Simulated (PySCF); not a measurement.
## Radial density of Cl²⁺ (chlorine, charge +2)

TPSS, [Ne] 3s2 3p3, high-spin 4S determinant. All numbers are calculated (PySCF 2.14, scalar relativity by spin-free X2C-1e, in aug-cc-pVQZ-DK (7s6p4d3f2g, 84 functions)).

```csv
r (bohr),4πr²ρ (e/bohr),4πr²(ρα − ρβ)
0.00140,0.09485,0.0000
0.00236,0.2470,0.0000
0.00397,0.6337,0.0000
0.00667,1.575,0.0001
0.0112,3.703,0.0003
0.0189,7.898,0.0011
0.0318,14.23,0.0052
0.0534,19.36,0.0254
0.0899,17.44,0.1089
0.151,13.13,0.3274
0.254,17.98,0.4974
0.428,15.95,0.1194
0.719,4.701,0.4105
1.21,3.987,2.1551
2.03,1.809,1.1680
3.42,0.09224,0.0713
5.76,0.0002497,0.0002
```

Densities and radii are taken from the X2C orbitals without a picture-change correction, which distorts them close to the nucleus.
